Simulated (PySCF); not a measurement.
Ionisation energy of Re by level of theory

Re [Xe] 4f14 5d5 6s2 (6S) → Re⁺ [Xe] 4f14 5d5 6s1 (7S), as a difference of total energies. Calculation: PySCF 2.14, in def2-SVP with the def2 core potential (60 electrons) (6s3p2d1f, 32 functions); a scalar-relativistic core potential. Correlated levels: valence: 5s2 5p6 frozen. The calculations carry no spin-orbit coupling.

```
           method  ionisation energy (eV)  error (eV)
              UHF                   5.915      -1.919
            B3LYP                   7.915      +0.081
              LDA                   8.056      +0.222
    MP2 (valence)                   6.930      -0.904
SCS-MP2 (valence)                   7.121      -0.713
```

Reference: 7.834 eV (measured; NIST Atomic Spectra Database, ionization energies).

Errors of the correlated levels include the incompleteness of this basis and the frozen core.

MP2 underrates the near-degeneracy of ns² with np² in the lower species.
